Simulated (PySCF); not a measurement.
Computed shifts of a molecule C₃H₇FOSi, PBE0/pcSseg-1 (PySCF), GIAO, gas phase, atoms alike by connectivity averaged where their shifts nearly agree, in ppm (number of nuclei): ¹³C: 250.7 (1), 42.0 (1), -1.5 (1). ²⁹Si: -8.3 (1). ¹⁹F: -206.6 (1). ¹H: 5.07 (1), 2.89 (3), 0.69 (3). References: ¹³C against TMS (σ = 186.3 ppm); ¹⁷O against H2O (σ = 334.2 ppm); ²⁹Si against TMS (σ = 352.7 ppm); ¹⁹F against CFCl3 (σ = 167.2 ppm); ¹H against TMS (σ = 31.56 ppm), references at their B3LYP-D3(BJ)/def2-TZVP geometries, non-relativistic. Coordinates come from a B3LYP-D3(BJ)/def2-SVP optimisation. Other conformers were not sampled.

Problem. Which molecule gave these data?
A) F[SiH2]C1COC1
B) C[C@@H](C=O)[SiH2]F
C) O[Si@@H](F)C1CC1
D) CC(=O)[Si@@H](C)F

Solution. D, CC(=O)[Si@@H](C)F
